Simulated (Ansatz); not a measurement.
Ansatz (a program for electronic structure) input (RI-MP2/def2-QZVPP):
A basis named .json is the Basis Set Exchange file of that set.

Ansatz 0.2 input:
```yaml
crystal:
  periodic: [false, false, false]
  atoms:
    - {symbol: F, position_ang: [-0.04865659, 1.84114856, -0.34777522]}
    - {symbol: Ge, position_ang: [-0.01120539, 0.27059203, 0.41038227]}
    - {symbol: Cl, position_ang: [-1.76084501, -0.79215210, -0.30985936]}
    - {symbol: Cl, position_ang: [1.80769688, -0.69192331, -0.27850862]}
basis:
  gaussian:
    orbitals: def2-QZVPP.json
    fitting: {mean_field: def2-universal-jkfit, correlation: def2-QZVPP-RIFIT.json}
magnetization: {spin_polarized: true, initial_magnetization: 1}
correlation: {method: mp2, electrons: outside_noble_gas}
```

Output:

```
Functional definition: HF
integrals: 0.45 GiB planned
599 factors; integrals over basis functions are off by at most 1.5e0 eV
773 factors; integrals over basis functions are off by at most 7.2e0 eV
1.21 GiB of device memory are held for the factors and their scratch space
mean field: 1.56 GiB planned
mean field evaluation 1: about -84190.8315 eV, gradient 2.3e1 eV
mean field evaluation 2: about -84192.4116 eV, gradient 1.9e1 eV
mean field evaluation 4: about -84193.4382 eV, gradient 1.3e0 eV
mean field evaluation 8: about -84193.4682 eV, gradient 1.1e-6 eV
mean field -84193.46819058 eV, -3094.0528876214 hartree, gradient 1.1e-6 eV, S^2 0.760657; 0 other end points of the search recorded, 0 dependent functions left out
25 core orbitals not correlated
reference -84193.46819058 eV, -3094.0528876214 hartree; 13, 12 occupied and 248, 249 virtual orbitals, 773 factors
second order -21.41527404 eV of doubles, -0.00000000 eV of singles
Total energy: -84214.88346462 eV, -3094.8398844266 hartree
```

It need not be the lowest isomer of its formula.
